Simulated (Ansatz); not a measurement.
Species: C₃H₃NS, charge 0, singlet. C3H3NS (1,3-thiazole, SMILES c1cncs1).
B3LYP-D3(BJ)/def2-TZVP minimum from Ansatz (a first-principles code):
```xyz
8

C     -0.8414    -1.1059     0.2736
C     -1.2034     0.1853     0.0333
S      0.1986     1.1385    -0.2423
C      1.1708    -0.2750    -0.0132
N      0.5056    -1.3590     0.2456
H     -1.5283    -1.9139     0.4777
H     -2.1917     0.6120     0.0050
H      2.2472    -0.2268    -0.0863
```

Wanted: atomisation energy (electronic, to ground-state atoms), in kcal/mol. UHF or UKS for unpaired electrons; spin-orbit terms are left out. CBS(X,Y): correlation extrapolated as X^-3, Hartree-Fock from the larger set. A bracket is a step between two methods taken in the basis named. The functionals are non-relativistic, so their misses hold any scalar relativity. 'core' is core correlation in cc-pwCVTZ (1s frozen past Ne), 'X2C' scalar relativity in cc-pVTZ-DK, both at CCSD(T). For partners of very few electrons the exact lower level stands in for a higher one. The restricted determinant of C3H3NS (c1cscn1, singlet) is unstable towards broken spin symmetry in at least one set run.

CCSD(T)/CBS(cc-pV(T+d)Z,cc-pV(Q+d)Z) + [CCSDT(Q) - CCSD(T)]/cc-pV(D+d)Z + core + X2C (Ansatz) gives 840.5 kcal/mol.

Q: What does PBE/def2-TZVPD (Ansatz) give here, and how do the other levels compare?

A: PBE gives 877.7 kcal/mol, 37.2 kcal/mol above it. Differences of the others: r2SCAN/def2-TZVPD (Ansatz) 4.4; B3LYP/def2-TZVPD (Ansatz) -7.9; wB97M-V/def2-TZVPD (Ansatz) 2.6; CCSD(T)/CBS(cc-pV(T+d)Z,cc-pV(Q+d)Z) + core + X2C (Ansatz) -0.9 kcal/mol. Nearer than PBE: r2SCAN/def2-TZVPD, B3LYP/def2-TZVPD, wB97M-V/def2-TZVPD, CCSD(T)/CBS(cc-pV(T+d)Z,cc-pV(Q+d)Z) + core + X2C.
